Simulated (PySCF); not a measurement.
# Electron correlation in Sm(2+) (samarium, charge +2)

[Xe] 4f6, high-spin 7F determinant. Computed with PySCF 2.14 in cc-pVDZ-X2C (8s7p5d3f1g, 84 functions), with scalar relativity by spin-free X2C-1e. Frozen: [Kr] 4d10; 14 electrons correlated.

MP2 pair energies summed by pair of shells (mhartree):

```json
{"pair": "4f-5p", "energy": "-120.09", "share (%)": "31.9"}
{"pair": "5p-5p", "energy": "-118.69", "share (%)": "31.6"}
{"pair": "4f-4f", "energy": "-75.96", "share (%)": "20.2"}
{"pair": "5s-5p", "energy": "-32.56", "share (%)": "8.7"}
{"pair": "4f-5s", "energy": "-22.53", "share (%)": "6.0"}
{"pair": "5s-5s", "energy": "-6.07", "share (%)": "1.6"}
```

Total MP2 correlation energy: -375.90 mhartree.

Same-spin part -170.49 and opposite-spin part -205.41 mhartree; SCS-MP2 scales them by 1/3 and 6/5 to -303.32 mhartree.
